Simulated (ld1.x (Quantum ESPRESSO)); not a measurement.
**nitrogen, RRKJ: configuration errors across variants**

N (Z = 7), norm-conserving RRKJ (Kleinman–Bylander form), made with ld1.x (Quantum ESPRESSO) 7.5 (PW91, non-relativistic). Core [He], reference 2s2 2p2 (charge +1). Waves: 2s (bound): rc 1.10 bohr; 2p (bound): rc 1.85 bohr. Local part: the p channel. Core correction: none.

All-electron excitation energies from the reference (eV): (1) 2s2 2p3 -13.678; (2) 2s2 2p1 28.959; (3) 2s2 2p0 76.151; (4) 2s1 2p3 11.718; (5) 2s0 2p5 9.254; (6) 2s2 2p3.3 -15.318; (7) 2s1 2p4 -2.225.

2 further variants failed, have other tests or another functional or relativity, and are left out.

Errors AE − PS in meV (a dash: test not solved or not reliable):

| change | (1) | (2) | (3) | (4) | (5) | (6) | (7) | bound ghosts |
| --- | --- | --- | --- | --- | --- | --- | --- | --- |
| base | -0.3 | +94 | +751 | +6.4 | +125 | -8.3 | +60 | none |
| wave 2s (bound): rc 1.10 bohr becomes 2s (bound): rc 0.78 bohr | +0.6 | +97 | +768 | +7.2 | +128 | -7.1 | +64 | none |
| type TM; local potential all-electron potential smoothed inside 1.60 bohr (lloc = -1) | +20 | +112 | +796 | +19 | +191 | +23 | +102 | none |
| all radii scaled by about 0.73 (s 0.80, p 1.34 bohr) | +1.2 | +36 | +329 | +10 | +65 | -0.4 | +26 | none |

(1) Give the same row for: core correction a·sin(br)/r model core inside 0.74 bohr.

Results:

(1) -0.5, +92, +733, +7.7, +128, -8.6, +61; bound ghosts: none.
